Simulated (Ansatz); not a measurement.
Mulliken charges of `FC(I)O[SiH3]` from PBE/def2-TZVPP in Ansatz (PBE0-D4/def2-TZVP geometry).

| atom | x (Å) | y (Å) | z (Å) | charge (e) |
| --- | --- | --- | --- | --- |
| F1 | 1.375 | -0.237 | 1.253 | -0.148 |
| C2 | 1.271 | 0.417 | 0.068 | 0.155 |
| I3 | 2.116 | -0.907 | -1.473 | -0.132 |
| O4 | 0.009 | 0.771 | -0.189 | -0.256 |
| Si5 | -1.365 | -0.169 | 0.026 | 0.339 |
| H6 | 1.931 | 1.283 | 0.077 | 0.153 |
| H7 | -1.149 | -1.516 | -0.549 | -0.028 |
| H8 | -2.416 | 0.574 | -0.699 | -0.041 |
| H9 | -1.685 | -0.263 | 1.469 | -0.041 |

Problem. By hand: the dipole of these point charges (1 e Å = 4.8032 D).

Solution. Σ q r = (-0.255, 0.191, 0.072) e Å, of length 0.327 e Å = 1.57 D.

Problem. How does the dipole of the full density compare? (Estimate.)

Solution. The calculation gave: (-0.260, 0.166, 0.081) e Å, 1.53 D; the point charges give 1.03 times that, at 5° from its direction.

Point charges leave out the atoms' own dipoles, such as those of lone pairs, and Mulliken's split depends on the basis, so the close match here is no proof of good charges.
